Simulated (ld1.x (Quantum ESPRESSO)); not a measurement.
u(r) = r·R(r): atom against pseudo-atom (beryllium)

Columns: radius, all-electron u(r) and pseudo u(r) of the 2s shell (level -6.16 eV) of beryllium in the configuration [He] 2s1 2p1; PBE, scalar-relativistic, ultrasoft scheme, ld1.x (Quantum ESPRESSO) 7.5.

```
r (bohr)  all-electron   pseudo
   0.230        0.2562  -0.0830
   0.460        0.1206  -0.1707
   0.690       -0.0904  -0.2649
   0.920       -0.2823  -0.3630
   1.150       -0.4303  -0.4582
   1.380       -0.5354  -0.5409
   1.610       -0.6015  -0.6017
   1.840       -0.6343  -0.6343
   2.070       -0.6411  -0.6411
   2.300       -0.6284  -0.6284
   2.530       -0.6021  -0.6021
   2.760       -0.5669  -0.5669
   2.990       -0.5264  -0.5264
   3.220       -0.4834  -0.4834
   3.450       -0.4399  -0.4399
   3.680       -0.3974  -0.3974
   3.910       -0.3568  -0.3568
   4.140       -0.3187  -0.3187
   4.370       -0.2835  -0.2835
   4.600       -0.2513  -0.2513
   4.830       -0.2221  -0.2221
   5.060       -0.1958  -0.1958
   5.290       -0.1721  -0.1721
   5.520       -0.1511  -0.1511
   5.750       -0.1324  -0.1324
   5.980       -0.1158  -0.1158
```

How many radial nodes do the two functions have?

The all-electron 2s function has n − l − 1 = 1; the pseudo-wave has 0, since the states of the same l below it are removed with the core.

At about which radius was the pseudo-wave matched?

1.70 bohr, where the columns begin to agree (steps of 0.23 bohr).

Where does each function peak?

Outermost all-electron maximum near 2.07 bohr, pseudo maximum near 2.07 bohr (to the table’s step).

Is the pseudo-wave norm-conserving?

No, it belongs to an ultrasoft set: the norm inside the radius is not constrained, and the difference is carried by the augmentation charge.
